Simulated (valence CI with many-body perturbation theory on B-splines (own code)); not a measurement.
**Eu⁴¹⁺: key properties**

Method: valence CI with perturbative core correlation (CI+MBPT): four valence electrons over a frozen Dirac-Fock core [Ar], radial functions for each j: 9 s, 9 p, 10 d, 8 f, 5 g, 3 h, 1 i, with the one-electron correlation potential Σ1 (screened to all orders), the two-electron term Σ2, the three-electron term Σ3, Breit, model QED; selected single and double excitations, second order for the rest (own B-spline code, finite nucleus).

No measured spectrum was set against this ion. As an estimate, large intervals hold to a few tenths of a per cent, small ones and those within an open d or f shell to about a per cent. Only levels of the ground parity were solved; by the run's estimate the other parity begins above the list, which can be wrong where configurations are misplaced.

Levels are named by their leading jj configuration (3d3/2^4 stands for four electrons in 3d with j = 3/2), which in mixed levels can hold well under half, so a name can repeat and another be missing.

Rates and lifetimes use the calculated energies. Strong lines usually hold to 10 to 20 %, long lifetimes can be off by a factor of two.

**Question.** What is the ground level?

**Answer.** (3d3/2^4) J=0, composition 57 % 3d⁴ ³P + 31 % 3d⁴ ⁵D + 12 % 3d⁴ ¹S.

**Question.** How well does LS coupling describe the low levels?

**Answer.** Among the lowest 20 levels the leading LS term, summed over configurations, holds 47 % on average. For single configurations the figures are 47 % in LS and 91 % in jj coupling. Terms mix most in the J = 4 level at 792340 cm⁻¹, where the leading one holds 29 %.

**Question.** Name the longest-lived excited levels whose lifetime is computed, and their main decay.

**Answer.** (3d3/2^2 3d5/2^2) J=6 at 565820 cm⁻¹ lives 15.4 ms, mostly by M1 to (3d3/2^2 3d5/2^2) J=5. The lifetime of (3d3/2^3 3d5/2) J=4 is too uncertain to give, and may be longer.

**Question.** What is the ionisation energy?

**Answer.** 3169.2 eV; NIST lists 3168 ± 4 eV (theoretical).
